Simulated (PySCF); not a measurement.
A structure optimised at PBE-D3(BJ)/def2-SVP, used in a PySCF frequency run:

```
C
H 1 1.1124
H 1 1.1124 2 105.12
C 1 1.5231 2 112.26 3 122.31
H 4 1.1081 1 111.28 2 -179.13
H 4 1.1081 5 107.52 1 122.10
H 4 1.1112 5 108.00 6 116.31
Se 1 1.9584 2 105.33 3 -110.99
```
Charge 0, spin multiplicity 2.

Task: Write its SMILES, formula and point group.

Result: CC[Se], C2H5Se, Cs

Task: What are its rotational constants (standard atomic weights)?

Result: 31.399, 3.6118, 3.3770 GHz
